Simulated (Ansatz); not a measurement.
Two members of one family (Same ligands, another metal), computed with Ansatz in the gas phase; def2 core potentials for Mo, W, no spin–orbit coupling. The two geometries come from different levels. A dash marks a value that wasn't run or was left out as unsound. The structures are stationary points that may keep the symmetry of their start. Remarks come from the PBE and PBE0 runs and from stability tests at other levels; not every state was tested. HOMO above LUMO (over both spins in singlets and doublets, within one spin in higher multiplets; at PBE or PBE0), or a gap under 0.15 eV within one spin, warns that the state may not be the lowest or that an electron is smeared out.

First: WNCl3 (singlet, charge 0, PBE0-D4/def2-SVP geometry).

```xyz
5

W     0.0062    0.0033   -0.0001
N     1.4962    0.7169    0.0055
Cl   -0.7343    0.2632   -2.1242
Cl   -1.1802    1.1654    1.5394
Cl    0.4121   -2.1488    0.5794
```

| level | HOMO (eV) | LUMO (eV) | gap (eV) | vertical IE (eV) | vertical triplet (eV) |
| --- | --- | --- | --- | --- | --- |
| PBE-D4/def2-SVP | -7.67 | -4.17 | 3.50 | – | – |
| r2SCAN-D4/def2-TZVP | -8.05 | -4.26 | 3.79 | 10.72 | 3.32 |
| r2SCANh-D4/def2-TZVP | -8.55 | -3.97 | 4.58 | – | – |
| PBE0-D4/def2-SVP | -9.11 | -3.51 | 5.60 | – | – |
| PBE0-D4/def2-TZVP | -9.08 | -3.55 | 5.53 | 10.96 | 3.33 |

Metal–donor distances: 1 × N 1.65 Å, 3 × Cl 2.26 Å. Remarks: restricted SCF unstable in HF, gap within one spin near zero at PBE or PBE0 (+1 doublet), gap within one spin near zero at PBE or PBE0 (triplet).

Second: MoNCl3 (singlet, charge 0, B3LYP-D4/def2-SVP geometry).

```xyz
5

Mo    0.0125    0.0151   -0.0358
N     0.4970    0.6119   -1.4675
Cl   -1.7165    1.3291    0.6177
Cl    1.8136    0.1718    1.3324
Cl   -0.6066   -2.1279   -0.4468
```

**Question.** Estimate how these quantities change from the first to the second (second minus first).

**Answer.** 
| level | Δ HOMO (eV) | Δ LUMO (eV) | Δ gap (eV) | Δ vertical IE (eV) | Δ vertical triplet (eV) |
| --- | --- | --- | --- | --- | --- |
| PBE-D4/def2-SVP | -0.19 | -0.61 | -0.41 | – | – |
| r2SCAN-D4/def2-TZVP | -0.25 | -0.64 | -0.39 | 0.24 | -0.29 |
| r2SCANh-D4/def2-TZVP | -0.26 | -0.65 | -0.39 | – | – |
| PBE0-D4/def2-SVP | -0.23 | -0.67 | -0.44 | – | – |
| PBE0-D4/def2-TZVP | -0.27 | -0.63 | -0.37 | 0.29 | -0.30 |

Metal–donor distances: 1 × N 1.62 Å, 3 × Cl 2.27 Å. Remarks: restricted SCF unstable in HF, gap within one spin near zero at PBE or PBE0 (+1 doublet), gap within one spin near zero at PBE or PBE0 (triplet).
